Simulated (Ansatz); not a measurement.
`B[CH](Cl)[GaH][OH]`, 10 atoms. Charge 0, multiplicity 1. Correlated methods include outer-core shells of Ga, which these sets cover unevenly. Scalar relativity is left out up to krypton. All runs use 4 threads of a server CPU on a shared host. Correlated methods freeze the cores.

Question: Give the basis size and wall time and peak host memory of each of these runs in Ansatz. RKS PBE0-D4/def2-TZVP relaxation (10 steps); RKS PBE0-D4/def2-TZVP frequencies; RKS PBE0-D4/def2-SVP energy; RKS B97M-V/def2-TZVPP energy; RKS PBE0-D4/def2-QZVPP energy; RHF-CCSD(T)/def2-TZVPP energy; RKS B2PLYP (frozen core)/def2-TZVPP energy; direct RPA on PBE orbitals/def2-TZVPP energy; RHF-MP2/def2-QZVPP energy; RKS SPW92 (LDA)/def2-TZVPP energy; RHF-CCSD(T)/def2-SVP energy; RKS ωB97M-V/def2-SVP energy. (An estimate is asked.)

Answer: The calculation gave: Other jobs shared the machine, so times are rough.

```
                                level                    job  functions  wall time  peak host memory (GiB)
                 RKS PBE0-D4/def2-SVP                 energy        117      1.2 s                    0.27
           RKS SPW92 (LDA)/def2-TZVPP                 energy        253      1.2 s                    0.35
direct RPA on PBE orbitals/def2-TZVPP                 energy        253      4.6 s                    0.68
                 RKS ωB97M-V/def2-SVP                 energy        117        5 s                    0.39
  RKS B2PLYP (frozen core)/def2-TZVPP                 energy        253      5.5 s                    0.71
                 RHF-CCSD(T)/def2-SVP                 energy        117        7 s                    0.61
               RKS PBE0-D4/def2-QZVPP                 energy        480        9 s                     2.1
                RKS B97M-V/def2-TZVPP                 energy        253        9 s                    0.45
                   RHF-MP2/def2-QZVPP                 energy        480       21 s                     3.1
                RKS PBE0-D4/def2-TZVP  relaxation (10 steps)        208       37 s                    0.64
                RKS PBE0-D4/def2-TZVP            frequencies        208    2.3 min                    0.64
               RHF-CCSD(T)/def2-TZVPP                 energy        253    3.1 min                     5.6
```
